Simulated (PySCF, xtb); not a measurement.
Si(Cl)3(SMe) (CH3Cl3SSi), SMILES Cl[Si](Cl)(Cl)SC. One conformer was computed; it need not be the lowest.

Harmonic wavenumbers (cm⁻¹) from GFN2-xTB (xtb) at its own minimum, in rising order: 40, 93, 110, 134, 135, 169, 171, 229, 369, 497, 522, 535, 716, 947, 958, 1318, 1442, 1449, 3041, 3050, 3069.

Task: What does B3LYP-D3(BJ)/def2-SVP in PySCF give at its own minimum? (An estimate is asked for; the answer gives what the named calculation found.)

Result: 60, 114, 134, 147, 168, 205, 208, 261, 399, 589, 602, 618, 691, 969, 979, 1332, 1447, 1460, 3054, 3165, 3169. Paired by order, the mean absolute difference is 39 cm⁻¹ and the zero-point energies are 27.2 and 28.3 kcal/mol.
